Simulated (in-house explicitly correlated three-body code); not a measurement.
Computed with an exponentially correlated three-body code. Model: two electrons around a point charge, non-relativistic, variational in 260 exponentially correlated functions (energies converged to about 1e-7 hartree, or 1e-8 relative for large Z).

Command:
```bash
python run_hyl.py task.json out
```
Settings (lengths in bohr, energies in hartree):
```
Z                      20
screening              1.5
interaction_strength   1
functions              260
states_tried           13
```

Cost of the run: 32 s on 1 thread of Intel(R) Xeon(R) 6975P-C (Granite Rapids) (shared host).

**Those bound S and P states to n = 4 that converged, binding against the one-electron ion.**

Given: nuclear charge 20; Yukawa screening of all interactions 1.5 1/bohr.

Computed: one-electron threshold -171.610761 hartree.

| term | energy (hartree) | binding (eV) |
| --- | --- | --- |
| 1 1S | -332.319236 | 4373.1 |
| 2 3S | -195.071274 | 638.39 |
| 2 1S | -194.341132 | 618.52 |
| 2 3P | -193.574654 | 597.67 |
| 2 1P | -193.050095 | 583.39 |
| 3 3S | ? | ? |
| 3 1S | ? | ? |
| 3 3P | -174.076326 | 67.091 |
| 3 1P | -173.988314 | 64.697 |

(1) What belongs in the row 3 3S?

(2) What belongs in the row 3 1S?

**Converged states only, values per electron or pair (inverse distances are <exp(-kr)/r>).**

```tsv
term	mean r (bohr)	mean r squared (bohr²)	mean inverse r (1/bohr)	mean r12 (bohr)	mean inverse r12 (1/bohr)	mean cosine	mean p1 dot p2 (bohr⁻²)	delta r1 (bohr⁻³)	delta r12 (bohr⁻³)
1 1S	0.076836	0.0079009	18.192	0.11262	10.747	-0.00661	2.51	2443.3	285.14
2 3S	0.20012	0.065642	10.93	0.33713	2.3299	-0.0020761	0.16704	1393.6	-
2 1S	?	?	?	?	?	?	?	?	?
2 3P	0.1761	0.05024	10.903	0.29424	2.9538	-0.068628	-25.433	1259	-
2 1P	0.17835	0.051743	10.884	0.28725	3.4011	0.058886	24.913	1264.5	14.16
3 3S	0.47995	0.45266	9.6357	0.8887	0.58397	-0.00044362	0.031432	1287.8	-
3 1S	0.48698	0.4672	9.6285	0.90213	0.69323	-0.00067839	0.039974	1287	8.8336
3 3P	?	?	?	?	?	?	?	?	-
3 1P	0.47429	0.44895	9.6092	0.87645	0.73677	0.00871	3.7456	1263.5	2.6831
```

(3) What belongs in the row 2 1S?

(4) What belongs in the row 3 3P?

**Electric-dipole lines between converged S and P states, rate of the upper state's decay.**

```json
{"s state": "1 1S", "p state": "2 1P", "p minus s (eV)": "3789.7", "oscillator strength from s": "0.71183", "rate (1/s)": "1.4787e+14"}
{"s state": "1 1S", "p state": "3 1P", "p minus s (eV)": "4308.4", "oscillator strength from s": "0.092811", "rate (1/s)": "2.4918e+13"}
{"s state": "2 1S", "p state": "2 1P", "p minus s (eV)": "35.131", "oscillator strength from s": "0.073559", "rate (1/s)": "1.3131e+09"}
{"s state": "2 1S", "p state": "3 1P", "p minus s (eV)": "553.83", "oscillator strength from s": "0.25399", "rate (1/s)": "1.1268e+12"}
{"s state": "3 1S", "p state": "2 1P", "p minus s (eV)": "?", "oscillator strength from s": "?", "rate (1/s)": "?"}
{"s state": "3 1S", "p state": "3 1P", "p minus s (eV)": "?", "oscillator strength from s": "?", "rate (1/s)": "?"}
{"s state": "2 3S", "p state": "2 3P", "p minus s (eV)": "40.725", "oscillator strength from s": "0.082729", "rate (1/s)": "1.9846e+09"}
{"s state": "2 3S", "p state": "3 3P", "p minus s (eV)": "571.3", "oscillator strength from s": "0.24849", "rate (1/s)": "1.1731e+12"}
{"s state": "3 3S", "p state": "2 3P", "p minus s (eV)": "-513.24", "oscillator strength from s": "-0.041681", "rate (1/s)": "4.7642e+11"}
{"s state": "3 3S", "p state": "3 3P", "p minus s (eV)": "17.336", "oscillator strength from s": "0.3196", "rate (1/s)": "1.3894e+09"}
```

(5) What belongs in the row 3 1S 2 1P?

(6) What belongs in the row 3 1S 3 1P?

**Static dipole response.**

| state | polarisability (bohr³) |
| --- | --- |
| 1 1S | 6.2117e-05 |
| 2 1S | 0.045239 |
| 2 3S | 0.037961 |

## Answers

(1) energy (hartree): -174.71343; binding (eV): 84.428.

(2) energy (hartree): -174.587961; binding (eV): 81.014.

(3) mean r (bohr): 0.20296; mean r squared (bohr²): 0.067869; mean inverse r (1/bohr): 10.906; mean r12 (bohr): 0.33895; mean inverse r12 (1/bohr): 2.9949; mean cosine: -0.0033795; mean p1 dot p2 (bohr⁻²): 0.20242; delta r1 (bohr⁻³): 1389.5; delta r12 (bohr⁻³): 47.892.

(4) mean r (bohr): 0.46846; mean r squared (bohr²): 0.43707; mean inverse r (1/bohr): 9.6149; mean r12 (bohr): 0.86638; mean inverse r12 (1/bohr): 0.66569; mean cosine: -0.010217; mean p1 dot p2 (bohr⁻²): -3.7376; delta r1 (bohr⁻³): 1262.7.

(5) p minus s (eV): -502.38; oscillator strength from s: -0.040784; rate (1/s): 4.4664e+11.

(6) p minus s (eV): 16.317; oscillator strength from s: 0.30956; rate (1/s): 1.1921e+09.
